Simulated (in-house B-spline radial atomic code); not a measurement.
RPA and G0W0 on HSE06: Cl2+

Configuration [Ne] 3s2 3p3, highest spin, mean-field start HSE06. Computed with an all-electron radial atomic-structure program (B-spline basis): all electrons, scalar-relativistic (spin-free one-electron X2C), finite nucleus, each spin shell either full or empty, empty states to l = 9 with an (l + 1/2)⁻⁴ tail; G0W0 by contour deformation at full frequency.

Command:
```bash
python run_gw.py task.json out
```
Settings (radii: box in bohr, nucleus in fm):
```
Z                        17
electrons                15
configuration            [Ne] 3s2 3p3
hamiltonian              x2c
method                   hse06
lmax                     9
rms_radius               3.3654
spin_polarised           True
box_radius               17.55
intervals                70
```

Cost of the run: 3.6 s on 1 thread of Arm Neoverse N1, on a shared host.

Energies (hartree):

| term | value |
| --- | --- |
| mean-field total | -460.10419 |
| Hartree-Fock functional on these orbitals | -459.63709 |
| direct second order | -0.99997 |
| second-order exchange | 0.36576 |
| SOSEX correction | 0.33121 |

(1) What is the RPA correlation energy, and what remains with SOSEX?

Quasi-particle levels (eV):

```
  level  occupied  mean field  Σx - vxc     Σc  QP weight     G0W0
  3p up       yes      -34.52     -5.05      ?          ?        ?
3s down       yes      -43.47     -3.21  -2.08      0.930   -48.77
3p down        no     -28.013      6.77  -2.93      0.931  -24.167
```

G0W0 = mean field + (Σx - vxc) + Σc, with Σc (partial-wave tail included) taken at the quasi-particle energy. Only the outer levels were computed. Levels of low weight are left out.

(2) Where does G0W0 put 3p up?

## Answers

(1) RPA gives -0.87601 hartree (-1.59 eV per electron); RPA + SOSEX gives -0.54481, and the second-order doubles -0.63421 hartree (no singles). SOSEX takes back 38 % of the RPA value.

(2) At -39.66 eV, with Σc = -0.10 eV and a quasi-particle weight of 0.930. The tabulated removal energy is 39.8 ± 0.11 eV (NIST, semi-empirical); the calculation leaves out spin-orbit coupling, Breit and QED terms, and what these don't explain is the method's own error.
